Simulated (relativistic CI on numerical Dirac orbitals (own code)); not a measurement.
**Radial parameters of Sb44+**

Method of calculation: Dirac-Coulomb-Breit CI, KLI orbitals optimised for each configuration, a model potential for QED, unscaled Slater integrals (own radial code, finite nucleus).

Slater integrals F^k, G^k are unscaled and averaged over j, outside the closed core 1s2; ζ comes from projecting the Hamiltonian with its Breit term on Σ l·s of the shell.

- 2s2 2p3: F^2(2p,2p) = 934370, ζ(2p) = 1.4531e+06 cm⁻¹; <r>(2p) = 0.1017, <r^2>(2p) = 0.01253 (bohr units).
- 2s 2p4: F^2(2p,2p) = 932920, G^1(2s,2p) = 992930, ζ(2p) = 1.4467e+06 cm⁻¹; <r>(2s) = 0.1175, <r^2>(2s) = 0.01624, <r>(2p) = 0.1018, <r^2>(2p) = 0.01257 (bohr units).
- 2p5: ζ(2p) = 1.4406e+06 cm⁻¹; <r>(2p) = 0.102, <r^2>(2p) = 0.01262 (bohr units).

Averages of the first 10 configurations, taken without configuration mixing, which lowers the lowest level and can move excited configurations by several eV; other configurations of the list can lie among them:

```
Configuration  Parity  States  Average energy above the lowest level (eV)
      2s2 2p3     odd      20                                       269.6
       2s 2p4    even      30                                       665.2
          2p5     odd       6                                      1101.2
       2p4 3s    even      30                                      5189.2
       2p4 3p     odd      90                                      5301.0
       2p4 3d    even     150                                      5406.3
   2s2 2p2 3s    even      30                                      4410.0
   2s2 2p2 3p     odd      90                                      4528.3
   2s2 2p2 3d    even     150                                      4633.9
    2s 2p3 3s     odd      80                                      4779.3
```
